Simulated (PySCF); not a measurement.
Computed shifts of a molecule C₂H₆BNO, PBE/pcSseg-1 (PySCF), GIAO, gas phase, equivalent atoms averaged, in ppm (number of nuclei): ¹⁵N: 75.2 (1). ¹³C: 74.3 (1), 15.0 (1). ¹H: 4.80 (2), 2.98 (1), 2.75 (1), 1.75 (2). References: ¹⁵N against NH3 (σ = 267.0 ppm); ¹¹B against BF3 (σ = 83.9 ppm); ¹³C against TMS (σ = 182.0 ppm); ¹⁷O against H2O (σ = 334.3 ppm); ¹H against TMS (σ = 31.49 ppm), references at their B3LYP-D3(BJ)/def2-TZVP geometries, non-relativistic. Coordinates come from a B3LYP-D3(BJ)/def2-SVP optimisation. The values are those of a single conformer.

### Question
Pick the molecule that these values belong to.
A. C=CB(N)O
B. NB1CCO1
C. NB1COC1
D. BO.CC#N

### Answer
B, NB1CCO1
